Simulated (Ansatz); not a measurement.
Reaction (redistribution): `C[B](C)[InH2]` + `C=C([SiH3])SC` → `CSB(C)C` + `C=[C]([SiH3])[InH2]`

Computed with Ansatz on PBE0-D4/def2-TZVP structures; ΔE is electronic, products minus reactants. CCSD(T)/CBS adds triple-zeta CCSD(T) − MP2 to the extrapolated MP2 energy (def2 sets, frozen cores). Functionals use def2-TZVPP. B3LYP here is the variant with VWN-RPA as its local correlation; programs differ in this. def2 core potentials past Kr. For In outer-core shells are correlated without core-valence functions, which leaves a few kJ/mol of doubt a bond. Each species was taken in one conformer, which may not be the lowest.

```
             level  ΔE (kJ/mol)  difference from CCSD(T)/CBS
            PBE-D4       -122.6                         13.6
         r2SCAN-D4       -129.8                          6.4
           PBE0-D4       -127.6                          8.6
          B3LYP-D4       -128.8                          7.4
            B2PLYP       -135.6                          0.6
               PBE       -123.2                         13.0
              PBE0       -128.2                          8.0
             B3LYP       -129.9                          6.3
     HF/def2-TZVPP       -142.4                         -6.2
SCS-MP2/def2-TZVPP       -139.8                         -3.6
   CCSD/def2-TZVPP       -137.5                         -1.3
    MP2/def2-QZVPP       -140.3                         -4.1
SCS-MP2/def2-QZVPP       -138.6                         -2.4
      HF/CBS(def2)       -141.7                         -5.5
     MP2/CBS(def2)       -139.7                         -3.5
    CCSD/CBS(def2)       -135.6                          0.6
       CCSD(T)/CBS       -136.2                            0
```

Largest T1 diagnostic among the species: 0.014.

From PBE to PBE0 (25 % exact exchange), in def2-TZVPP and without D4, ΔE moves by −5.0 kJ/mol.

CCSD(T)/CBS has its own doubt, a few kJ/mol and more with outer-core shells, so smaller differences from it don't rank the levels.
